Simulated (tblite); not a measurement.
Compound: C6H7F3.
Z-matrix (Å and degrees, GFN2-xTB geometry), rows numbered from 1:
```
F 
C   1  1.3689
C   2  1.5319  1  110.64
F   3  1.3797  2  109.66  1    82.23
C   3  1.4881  2  111.30  1  -156.72
C   5  1.3339  3  136.03  2  -111.54
C   6  1.5060  5   94.67  3   178.46
C   5  1.5102  3  130.47  2    69.56
F   8  1.3729  5  115.78  3   -62.44
H   2  1.0936  1  107.10  3  -120.60
H   2  1.0938  1  107.48  3   120.27
H   3  1.0999  2  109.12  1   -33.95
H   6  1.0728  5  133.69  3    -2.70
H   7  1.0878  6  114.80  5  -110.97
H   7  1.0882  6  116.52  5   118.57
H   8  1.0935  5  116.32  3    64.14
```

All values are computed: GFN2-xTB (tblite) harmonic vibrations without scaling, gas phase. Errors from tens to a few hundred cm⁻¹ against measured bands are possible. One conformer, not necessarily the lowest.

Harmonic wavenumbers (cm⁻¹): 36.9, 68.4, 111.2, 173.2, 206.7, 277.9, 307.9, 360.9, 430.0, 495.6, 617.9, 731.3, 813.5, 871.9, 883.7, 959.3, 978.1, 1004.1, 1032.7, 1050.6, 1062.0, 1074.5, 1100.0, 1140.8, 1183.5, 1191.1, 1207.2, 1230.3, 1249.9, 1281.7, 1304.0, 1325.2, 1415.8, 1438.9, 1706.6, 2893.2, 2942.2, 2972.2, 2974.3, 3006.6, 3019.6, 3153.8.

A = 2561, B = 1088, C = 812.2 MHz; mass 136.050 u (most abundant isotopes); point group C1, symmetry number 1.

Zero-point energy?

½Σν̃ = 25643 cm⁻¹ = 306.75 kJ/mol.

What is S at 200 K and 1 bar for an ideal gas of classical rigid rotors and harmonic oscillators?

Translation 161.83, rotation 117.79, vibration 70.58: S = 350.2 J/(mol K).

And Cp and H(200 K) − H(0)?

Cp = 103.83 J/(mol K), of which vibrations give 70.57 (their classical limit is 42 R = 349.2); H(200 K) − H(0) = 14.05 kJ/mol without the zero-point energy, 7.40 from vibrations.

Which modes carry the vibrational entropy at 200 K?

36.9 cm⁻¹: 19.37; 68.4 cm⁻¹: 14.29; 111.2 cm⁻¹: 10.39; 173.2 cm⁻¹: 7.00; 206.7 cm⁻¹: 5.74; 277.9 cm⁻¹: 3.81 J/(mol K); the other 36 give 9.97 together.

Blend soft modes into free rotors: weight 1/[1 + (100 cm⁻¹/ν̃)⁴] for the oscillator and the rest for a rotor with moment μB/(μ + B), μ = h/(8π²ν), B = 10⁻⁴⁴ kg m². What vibrational entropy results?

63.79 J/(mol K) in place of 70.58, which changes −T·S at 200 K by +1.36 kJ/mol.

How do the functions run with temperature in this model?

```
T (K)  S (J/(mol K))  Cp (J/(mol K))  H − H(0) (kJ/mol)  G − H(0) (kJ/mol)  ln q(vib)
  100          290.4            72.0               5.25             -23.79       1.76
  300          398.9           139.9              26.19             -93.48       6.23
  500          487.3           208.8              61.40            -182.27      10.55
  800          600.8           272.2             134.56            -346.07      16.85
 1000          664.5           298.0             191.73            -472.74      20.79
```

q(vib) and H(0) count from the zero-point level.

Hindered rotation and anharmonicity are outside this model. Other conformers, if any are populated, would add a mixing term that is left out. The structure is chiral; the term R ln 2 for an equal mix with its mirror image is left out.
